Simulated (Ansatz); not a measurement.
```yaml
crystal:
  periodic: [false, false, false]
  atoms:
    - {symbol: C, position_ang: [-0.530530, 1.237727, 0.217189]}
    - {symbol: B, position_ang: [0.006879, 0.029355, -0.603216]}
    - {symbol: C, position_ang: [0.537201, -1.238323, 0.128322]}
    - {symbol: F, position_ang: [0.994537, -2.259180, -0.691479]}
    - {symbol: H, position_ang: [-1.564546, 1.449732, -0.081366]}
    - {symbol: H, position_ang: [-0.499238, 1.124819, 1.303203]}
    - {symbol: H, position_ang: [0.026172, 2.142387, -0.055902]}
    - {symbol: H, position_ang: [0.013207, 0.068449, -1.800753]}
    - {symbol: H, position_ang: [-0.254084, -1.648485, 0.775171]}
    - {symbol: H, position_ang: [1.353603, -0.957681, 0.811728]}
basis:
  gaussian: {orbitals: def2-mTZVP}
hamiltonian: {xc: {name: r2SCAN}, dispersion: d4}
scf: {lower_state_search: off}
```

```sh
$ ansatz run in.yaml --threads 2 --pin off --events-out ev --progress --plain --max-ram 4352MiB
```

Output, abridged:

```
Functional definition: r2SCAN
949 factors; their error is unknown
mean field evaluation 1: about -5554.7760 eV, gradient 6.2e1 eV
mean field evaluation 2: about -5551.3317 eV, gradient 6.9e1 eV
mean field evaluation 4: about -5563.4726 eV, gradient 3.2e0 eV
mean field evaluation 8: about -5563.4916 eV, gradient 6.1e-2 eV
mean field evaluation 16: about -5563.4328 eV, gradient 6.7e-5 eV
mean field -5563.43283225 eV, -204.4523855551 hartree, gradient 7.4e-6 eV, S^2 0.000000; 0 other end points of the search recorded, 0 dependent functions left out
reference -5563.43284408 eV, -204.4523859897 hartree; 16, 16 occupied and 78, 78 virtual orbitals, 949 factors
Total energy: -5563.46522799 eV, -204.4535760763 hartree
Checks for a lower state left out: stability, starts, cluster_reference, orbital_swaps, neighbouring_geometries, increment
```

It took 0.95 s on 2 threads of an Intel Xeon Platinum 8559C on a shared host, with 0.4 GiB of host memory at the peak.
